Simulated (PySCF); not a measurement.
**Two-component Hartree-Fock for Tl⁷⁹⁺ (thallium, charge +79)**

Start: 1s2. Calculated with PySCF 2.14 in an uncontracted even-tempered set (16 s from 31 bohr⁻², ratio 2.6; 13 p from 41 bohr⁻², ratio 2.6; 6 d from 42 bohr⁻², ratio 2.8; 3 f from 1800 bohr⁻², ratio 2.8): generalised Hartree-Fock with the X2C-1e Hamiltonian and a Gaussian nucleus; spin-orbit coupling (SO) screened by Boettger's factors.

```csv
spinor shell,electrons,"ε, screened SO (eV)",weight of nominal j (screened SO),"rms radius, screened SO (bohr)"
1s1/2,2,-97051.0,1.000,0.0183
```

| quantity | screened SO |
| --- | --- |
| E (hartree) | -7195.88658 |
| M_J | 0 |
| ⟨J²⟩ | 0.000 |
| ⟨L²⟩ | 0.000 |
| ⟨S²⟩ | 0.000 |

Breit and QED terms are absent; they matter most for the inner s and p1/2 levels.

Densities and radii are taken from the X2C orbitals without a picture-change correction, which distorts them close to the nucleus.
